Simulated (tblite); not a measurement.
Task: Give a GFN2-xTB geometry of `C1[C](CC[C@@]1(O)C)[CH2+]` [radical]. (Charge +1 and doublet state.)

Result: 
```xyz
20
C7H12O angstrom
C      2.7088   -0.6911   -0.4044
C      1.4474   -0.1995   -0.4027
C      1.0911    1.2388   -0.4190
C     -0.4259    1.2942   -0.3891
C     -0.8738   -0.0497    0.2609
C     -2.2826   -0.4790   -0.0893
O     -0.6641    0.0437    1.6279
C      0.2223   -1.0229   -0.3157
H      2.9079   -1.7414   -0.2668
H      3.5616   -0.0521   -0.5687
H      1.5264    1.7234    0.4631
H      1.5254    1.7692   -1.2730
H     -0.8328    1.3144   -1.4012
H     -0.8081    2.1467    0.1684
H     -2.5025   -1.4576    0.3368
H     -2.4287   -0.5346   -1.1641
H     -2.9989    0.2352    0.3161
H     -1.4101   -0.2922    2.1432
H      0.3506   -1.9269    0.2796
H     -0.1190   -1.3078   -1.3147
```

Any rigid rotation of these coordinates is as good. Atoms count from 1 in this order. Of the pairs four or more bonds apart, H15···H18 is among the closest relative to their van der Waals radii: 2.41 Å, 100 % of the sum of Bondi's values. C1 (carbon bonded to C and 2 H) is planar (angles 121.7°, 121.5° and 116.8°, sum 360.0°, 0.01 Å off the plane of its three neighbours). The C–C distances run from 1.354 Å (C1–C2, drawn single) to 1.575 Å (C5–C8, drawn single), a spread of 0.221 Å. The 5-membered ring C2–C3–C4–C5–C8 has internal angles of 100.4° to 110.0°; it is puckered, 0.17 Å rms from its mean plane, widest ring torsion 35°.

Bonds between heavy atoms (Å): C1–C2 1.354, C2–C3 1.482, C3–C4 1.518, C4–C5 1.559, C5–C6 1.514, C5–O7 1.386, C5–C8 1.575, C2–C8 1.479.

Computed geometry: GFN2-xTB, gas phase. This method treats the open shell by occupation alone, without spin polarisation.

Point group: C1 (no symmetry element, even within 0.4 Å). Its GFN2-xTB frequencies are all real (lowest 88 cm⁻¹). Torsions: H–C1–C2–C3 172° and -9°, C4–C5–O7–H 135°, C1–C2–C3–C4 -179°, C2–C3–C4–C5 24°, C3–C4–C5–C6 -157°, C4–C5–C8–C2 34°.

On one thread, Arm Neoverse V2 (aarch64), no GPU, on a shared host, this took 0.6 s. That covers the optimisation of the geometry.

One conformer stands for the species.
